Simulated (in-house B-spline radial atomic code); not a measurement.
How numerical settings move a run on the hafnium ion Hf⁺, [Xe] 4f14 5d1 6s2. Computed with a B-spline radial code for spherical atoms: Dirac-Hartree-Fock, average of configuration, Fermi nucleus of rms radius 5.347 fm.

Command:
```bash
python run_scf.py task.json out
```
Settings of the sound reference run:
```
Z                72
electrons        71
configuration    [Xe] 4f14 5d1 6s2
hamiltonian      dirac
method           hf
spin_polarised   False
nucleus          fermi
rms_radius       5.347
mass_number      180
atomic_mass      179.9466
speed_of_light   137.036
knot_spacing     0.22
spline_order     8
gauss_points     12
box_radius       35.29
max_iterations   70
damping          0.5
damped_steps     3
diis_vectors     10
tolerance        1e-08
start            Thomas-Fermi
```

Time taken, with all properties: 2.6 s on 1 thread of Arm Neoverse N1, with other jobs on the host.

It converges in 10 iterations to -15088.536743 hartree, with 6s1/2 at -13.573 eV. The other runs change the listed settings, some to values that make no sense; their results aren't properties of the atom or ion. Radii are in bohr (the nuclear one in fm), a minus after a letter asks for a j subshell, and «unchanged» means within 1e-8 hartree. The run stops when the residual is below 10 × tolerance × max(1, Z/10), or a noise floor if that is larger, and the energy moves by less than 1e-8 × √|E| hartree; so very loose and very tight tolerances often act alike.

```tsv
changed settings	outcome
knot_spacing = 0.1, max_iterations = 50, start = bare nucleus	converged in 14 iterations, energy -2.08e-07 hartree from the reference, 6s1/2 level +3.8e-06 eV
knot_spacing = 1.4	converged in 11 iterations, energy +1.70e+03 hartree from the reference, 6s1/2 level +3.2e+00 eV (the program warns: 6s1/2 reaches the box edge; 2s1/2 reaches the box edge)
box_radius = 17.64, first_knot = 0.00417, max_iterations = 75, damping = 0	converged in 11 iterations, energy -1.16e+00 hartree from the reference, 6s1/2 level -1.9e-03 eV
knot_spacing = 0.4	converged in 11 iterations, energy +1.64e-02 hartree from the reference, 6s1/2 level +3.6e-04 eV
damped_steps = 8	converged in 14 iterations, energy unchanged, 6s1/2 level -2.6e-06 eV
damping = 0.2	converged in 10 iterations, energy unchanged, 6s1/2 level -2.0e-06 eV
knot_spacing = 0.75	converged in 11 iterations, energy +7.17e+01 hartree from the reference, 6s1/2 level +6.4e-01 eV (the program warns: 3s1/2 reaches the box edge; 4s1/2 reaches the box edge)
damping = 0	converged in 11 iterations, energy unchanged, 6s1/2 level +1.2e-05 eV
damping = 0.8	converged in 11 iterations, energy unchanged, 6s1/2 level -3.4e-06 eV
damped_steps = 30	converged in 21 iterations, energy unchanged, 6s1/2 level -4.5e-06 eV
electrons = 74, configuration = [Xe] 4f14 5d1 6s2 7s3, max_iterations = 75	stopped with error: shell 7s holds at most 2 electrons
knot_spacing = 0.55	converged in 11 iterations, energy +2.26e+00 hartree from the reference, 6s1/2 level +4.9e-02 eV
max_iterations = 75, tolerance = 1e-06, start = bare nucleus	converged in 13 iterations, energy unchanged, 6s1/2 level +9.3e-05 eV
knot_spacing = 1	converged in 11 iterations, energy +2.49e+02 hartree from the reference, 6s1/2 level +2.9e+00 eV (the program warns: 6s1/2 reaches the box edge; 3s1/2 reaches the box edge)
knot_spacing = 0.1	converged in 10 iterations, energy -2.08e-07 hartree from the reference
box_radius = 10.59, max_iterations = 50, damping = 0, damped_steps = 0, diis_vectors = 4	converged in 9 iterations, energy +5.61e-05 hartree from the reference, 6s1/2 level +2.3e-03 eV (the program warns: 6s1/2 reaches the box edge; 5d3/2 reaches the box edge)
```

Problem. What happens with knot_spacing = 0.55, max_iterations = 5, damped_steps = 30, diis_vectors = 20?

Solution. Not converged after 5 iterations, last residual 7.1e-03, last energy +2.26e+00 hartree from the reference.

Problem. What happens with knot_spacing = 0.15?

Solution. Converged in 10 iterations, energy -2.31e-07 hartree from the reference.

Problem. What happens with knot_spacing = 2?

Solution. Converged in 10 iterations, energy +3.15e+03 hartree from the reference, 6s1/2 level +4.5e+00 eV (the program warns: 6s1/2 reaches the box edge; 1s1/2 reaches the box edge).

Problem. What happens with damping = 0.95?

Solution. Converged in 11 iterations, energy unchanged, 6s1/2 level -8.1e-06 eV.
